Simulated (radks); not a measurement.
Q: A nucleus of charge 9.3 with 9 electrons, 9 electrons, occupied as [He] 2s2 2p5. Calculated with a radial shooting solver on a logarithmic mesh with Libxc functionals: non-relativistic Kohn-Sham, LDA (Slater exchange, Perdew-Wang correlation), spin-unpolarised, spherical densities, point nucleus. Some entries of the table are withheld. Estimate them.

orbital,occ.,eigenvalue (eV),r(max) (bohr)
1s,2,(1),(2)
2s,2,(3),(4)
2p,5,(5),(6)

A: 
(1) 1s eigenvalue (eV): -711.9762
(2) 1s r(max) (bohr): 0.1113
(3) 2s eigenvalue (eV): -36.4463
(4) 2s r(max) (bohr): 0.7380
(5) 2p eigenvalue (eV): -16.8596
(6) 2p r(max) (bohr): 0.6692
